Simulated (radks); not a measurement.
The technetium ion Tc2+ inside a hard spherical wall (all orbitals vanish at R), configuration held at [Kr] 4d5 and not refilled when levels cross. Calculated with a radial shooting solver on a logarithmic mesh with Libxc functionals: scalar-relativistic Kohn-Sham, LDA (Slater exchange, Perdew-Wang correlation), spin-polarised, spherical densities, point nucleus; open shells are filled with parallel spins first (spin-orbit coupling, left out, can overturn this in heavy ions). Eigenvalues in eV for spin up, with the zero of energy where the potential of the charges vanishes at infinity; a dash marks a level that is unbound or too diffuse for the functional's potential to be trusted. A positive occupied level is held by the wall or, in an anion where self-interaction has pushed it up, behind a barrier. The pressure on the wall is -dE/dV.

| R (bohr) | E (hartree) | kinetic (hartree) | e(3d) | e(4s) | e(4p) | e(4d) | e(5s, empty) | e(5p, empty) | pressure (GPa) |
|---|---|---|---|---|---|---|---|---|---|
| free | -4280.54088 | 4418.790 | -266.35 | -90.772 | -62.869 | -23.903 | -19.376 | -13.672 | 0 |
| 20 | -4280.54088 | 4418.790 | -266.35 | -90.772 | -62.869 | -23.903 | -19.376 | -13.672 | < 0.0001 |
| 15 | -4280.54088 | 4418.790 | -266.35 | -90.772 | -62.869 | -23.903 | -19.376 | -13.672 | < 0.0001 |
| 12 | -4280.54088 | 4418.790 | -266.35 | -90.772 | -62.869 | -23.903 | -19.376 | -13.672 | < 0.0001 |
| 7 | -4280.54078 | 4418.792 | -266.34 | -90.766 | -62.863 | -23.897 | -19.349 | -13.537 | 0.0100 |
| 6 | -4280.54001 | 4418.801 | -266.30 | -90.727 | -62.826 | -23.862 | -19.211 | -13.142 | 0.124 |
| 4 | -4280.47921 | 4419.234 | -264.66 | -89.381 | -61.548 | -22.501 | -15.088 | -6.411 | 18.8 |
| 3.5 | -4280.36501 | 4419.901 | -262.67 | -87.841 | -60.081 | -20.766 | -10.032 | 0.520 | 71.2 |
| 3 | -4280.02025 | 4421.732 | -258.37 | -84.691 | -57.001 | -16.849 | 1.355 | 14.942 | 303 |
| 2 | -4274.34107 | 4446.836 | -223.95 | -59.492 | -29.716 | 18.288 | 101.41 | 126.65 | 10000 |
| 1.5 | -4253.54310 | 4519.492 | -162.78 | 2.557 | 39.302 | 99.349 | 322.17 | 354.79 | 88300 |
